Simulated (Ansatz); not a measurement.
```yaml
crystal:
  periodic: [false, false, false]
  atoms:
    - {symbol: F, position_ang: [-0.952891, -1.225957, 1.304175]}
    - {symbol: Ge, position_ang: [0.112028, -0.350880, -0.296532]}
    - {symbol: F, position_ang: [1.677716, -0.611112, 0.634787]}
    - {symbol: F, position_ang: [-0.175569, -1.013469, -1.476498]}
    - {symbol: S, position_ang: [0.190197, 1.734778, -0.160171]}
    - {symbol: H, position_ang: [-1.236348, 1.613278, -0.270985]}
basis:
  gaussian: {orbitals: def2-TZVPP, fitting: {mean_field: def2-universal-jkfit}, nuclear_model: gaussian}
hamiltonian: {xc: {name: TPSS}, dispersion: d4, pseudopotentials: {relativity: scalar}}
```

```sh
$ ansatz run in.yaml --threads 4 --pin off --events-out ev --progress --plain --max-ram 10444MiB
```

It prints (some lines left out):

```
Error: YAML parse error: error: line 12 column 19: hamiltonian.xc: no functional is named "TPSS"; the names, which are not case-sensitive, are SVWN5, SPW92, PBE, PBE0, PBEsol, revPBE, revPBE0, RPBE, rPW86-PBE, HSE06, wPBEh, LC-wPBE, HISS, HF, BLYP, B3LYP, B3LYP5, BHLYP, CAM-B3LYP, r2SCAN, r2SCANh, r2SCAN0, r2SCAN50, m-r2SCAN, B97, wB97, wB97X, wB97X-V, B97M-V, wB97M-V, B2PLYP, B2GP-PLYP, PBE0-DH, PBE-QIDH
10 | basis:
11 |   gaussian: {orbitals: def2-TZVPP, fitting: {mean_field: def2-universal-jkfit}, nuc…
12 | hamiltonian: {xc: {name: TPSS}, dispersion: d4, pseudopotentials: {relativity: scal…
```

Task: What is wrong with this run?

Result: The method's name isn't one that the program takes here. The input was rejected before any iteration.

HSE06 is defined as in plane-wave codes.
